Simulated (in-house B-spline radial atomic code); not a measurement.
## The xenon ion Xe²⁺: [Kr] 4d10 5s2 5p4

Level of theory: non-relativistic OLYP, spin-polarised, spherical fractional occupations, point nucleus; calculated with a radial B-spline atomic code at the basis-set limit.

Z_r = [3n² - l(l+1)]/(2<r>); Z_e = n√(-2ε); the last column is Slater's effective charge. Values are occupation-weighted means over spin.

| shell | electrons | ε (eV) | <r> (bohr) | Z_r | Z_e | Slater |
| --- | --- | --- | --- | --- | --- | --- |
| 1s | 2 | -32944 | 0.02815 | 53.29 | 49.21 | 53.70 |
| 2s | 2 | -5018 | 0.121 | 49.58 | 38.41 | 49.85 |
| 2p | 6 | -4724 | 0.103 | 48.54 | 37.27 | 49.85 |
| 3s | 2 | -1042.2 | 0.3203 | 42.15 | 26.26 | 42.75 |
| 3p | 6 | -917.82 | 0.3105 | 40.26 | 24.64 | 42.75 |
| 3d | 10 | -686.78 | 0.2809 | 37.38 | 21.31 | 32.85 |
| 4s | 2 | -203.92 | 0.7457 | 32.18 | 15.49 | 26.25 |
| 4p | 6 | -159.7 | 0.7762 | 29.63 | 13.70 | 26.25 |
| 4d | 10 | -83.693 | 0.8663 | 24.24 | 9.92 | 14.85 |
| 5s | 2 | -37.096 | 1.852 | 20.25 | 8.26 | 8.95 |
| 5p | 4 | -26.782 | 2.102 | 17.36 | 7.02 | 8.95 |

The least bound orbital is 5p down at -25.35 eV, and it is also the most diffuse (<r> = 2.127 bohr).
